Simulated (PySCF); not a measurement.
A structure optimised at PBE-D3(BJ)/def2-SVP, used in a PySCF frequency run:

```xyz
12

C     -2.2847     0.1942    -0.1150
N     -0.9272     0.0236    -0.6083
C     -0.2089    -1.2094    -0.2749
C      0.9176    -0.6751     0.2718
F      2.0966    -1.2287     0.5660
B      0.2592     0.7263    -0.0402
O      0.5598     2.0326     0.1076
H     -2.3962     0.0098     0.9836
H     -2.9835    -0.4909    -0.6412
H     -2.6322     1.2273    -0.3237
H     -0.5557    -2.2223    -0.5466
H     -0.1298     2.6177    -0.2594
```
Charge 0, spin multiplicity 1.

Q: Write its SMILES and formula.

A: CN1C=C(F)B1O, C3H5BFNO

Q: What are its rotational constants (standard atomic weights)?

A: 4.0175, 2.1983, 1.4816 GHz
